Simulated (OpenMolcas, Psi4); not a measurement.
## A ladder of methods for SiH2O2F2 (SMILES O[Si](O)(F)F)

The species is SiH2O2F2 (7 atoms), meant as a singlet with charge 0. SMILES: `O[Si](O)(F)F`. Geometry: relaxed at PBE0-D4/def2-TZVP. This is one conformer, not always the lowest.

Quantity: the HOMO–LUMO gap, in eV. The values are calculated.

```json
{"level": "HF/def2-SVP", "kind": "Hartree–Fock", "program": "OpenMolcas", "value (eV)": "18.89", "CPU time": "4.7 s"}
{"level": "HF/def2-SVP (density fitting)", "kind": "Hartree–Fock", "program": "Psi4", "value (eV)": "18.89", "CPU time": "1.7 s"}
{"level": "BLYP/def2-SVP", "kind": "GGA", "program": "OpenMolcas", "value (eV)": "7.59", "CPU time": "15 s"}
{"level": "revPBE/def2-SVP", "kind": "GGA", "program": "OpenMolcas", "value (eV)": "7.82", "CPU time": "15 s"}
{"level": "M06-L/def2-SVP", "kind": "meta-GGA", "program": "OpenMolcas", "value (eV)": "9.00", "CPU time": "18 s"}
{"level": "r2SCAN/def2-SVP", "kind": "meta-GGA", "program": "OpenMolcas", "value (eV)": "9.09", "CPU time": "18 s"}
{"level": "BHLYP/def2-SVP", "kind": "global hybrid", "program": "OpenMolcas", "value (eV)": "13.30", "CPU time": "14 s"}
{"level": "M06-2X/def2-SVP", "kind": "hybrid meta-GGA", "program": "OpenMolcas", "value (eV)": "13.28", "CPU time": "18 s"}
```

The values span 7.59 to 18.89 eV. Orbital gaps aren't excitation energies; they tend to grow with the share of exact exchange. Times are those of the runs behind each value, whatever else they computed, on shared processors of several kinds: orders of magnitude only.
